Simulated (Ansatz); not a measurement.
Stepwise substitution at one centre (Ga OH-SH). Isolated molecules, 0 K electronic values unless said otherwise. One relaxed conformer stands for each flexible species; it need not be the lowest. Strings in code marks are SMILES.

Quantity: redistribution energy (mixed species minus the weighted end members), in kcal/mol.

Case: 1 of 3 OH replaced by SH: `[OH][Ga]([OH])[SH]`. The other species in the difference include `[OH][Ga]([OH])[OH]` (neutral, multiplicity 1). Geometry of `[OH][Ga]([OH])[SH]` (neutral, multiplicity 1, Å):

```xyz
7

O     -1.3092    -1.0496     0.4339
Ga     0.0860    -0.0262    -0.0104
O      1.6497    -0.8658    -0.2493
S     -0.1948     2.1443    -0.2314
H     -1.0823    -1.9835     0.5006
H      2.3864    -0.2933    -0.4839
H     -1.5039     2.0624     0.0672
```

### Question
Estimate the redistribution energy (mixed species minus the weighted end members) that frozen-core CCSD(T)/cc-pVTZ // B3LYP-D3(BJ)/def2-TZVP (Ansatz, a quantum-chemistry and plane-wave program) returns for this input.

### Answer
-1.07 kcal/mol.
